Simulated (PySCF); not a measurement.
A geometry optimisation on `C#[C][GeH2][SiH2]F`.

Computed with PBE0-D3(BJ)/def2-SVP geometry optimisation, gas phase (PySCF 2.14.0). Start geometry: GFN2-xTB. The command runs a driver script over a list of jobs; the input below is this job's line of settings and its coordinates in Å.

Command:
```bash
OMP_NUM_THREADS=1 python probes_run.py task.json out
```

Input:
```
{"job": {"xc": "PBE0", "basis": "def2-SVP", "d3": "d3bj", "grid": 1, "shake": 0.01, "kind": "geom"}, "charge": 0, "multiplicity": 1}
C      2.696060     0.816700     0.027330
C      1.700160     0.129670    -0.057420
Ge     0.121640    -0.939180    -0.187870
Si    -1.738990     0.396580    -0.259520
F     -2.972600    -0.462100     0.392670
H      3.527540     1.457550     0.088390
H      0.256600    -1.900320     0.976650
H      0.397650    -1.793130    -1.399730
H     -1.695700     1.600370     0.584310
H     -2.241920     0.672930    -1.597230
```

Output:
```
step   0  E = -2544.46643457  max force = 0.031682
step   1  E = -2544.47456990  max force = 0.006951
step   2  E = -2544.47501740  max force = 0.001373
step   3  E = -2544.47507889  max force = 0.000806
step   4  E = -2544.47524289  max force = 0.003492
step   5  E = -2544.47532934  max force = 0.003561
step   6  E = -2544.47544579  max force = 0.001137
step   7  E = -2544.47550048  max force = 0.000775
step   8  E = -2544.47561032  max force = 0.002628
step   9  E = -2544.47565078  max force = 0.002455
step  10  E = -2544.47576634  max force = 0.001123
step  11  E = -2544.47582133  max force = 0.000495
step  12  E = -2544.47584976  max force = 0.000733
step  13  E = -2544.47585339  max force = 0.000455
step  14  E = -2544.47585282  max force = 0.000144
optimisation converged
```

Energies in Eh; «max force» is the largest Cartesian gradient component in Eh/bohr.

Give the first gradient maximum in eV/Å.

With 1 Eh/bohr = 51.422 eV/Å, 1.629 eV/Å.

How much energy does the optimisation release, in kcal/mol?

E(step 0) − E(last step) = 0.009418 Eh, which is 5.9 kcal/mol.

Summary of the converged run: final energy -2544.47585 Eh after 14 steps; dipole 1.37 D.

Give the final coordinates.

0.388 Å rms from the input after alignment:
```
atom  x, y, z in Å
C1     2.5566    1.0047   -0.1207
C2     1.6696    0.1727   -0.0885
Ge3    0.2107   -1.0496   -0.0500
Si4   -1.7365    0.3071   -0.2387
F5    -3.0603   -0.6464   -0.2328
H6     3.3496    1.7310   -0.1493
H7     0.2571   -1.8299    1.2734
H8     0.3563   -2.0257   -1.2286
H9    -1.8324    1.2432    0.9175
H10   -1.7165    1.0719   -1.5179
```

Hardware: one thread, Arm Neoverse V1 (aarch64), shared host with 32 logical CPUs at a one-minute load of 13. Cost: 82 s wall, 0.49 GiB resident at most.
Labels such as C1 count atoms from 1, the log's own numbers from 0.
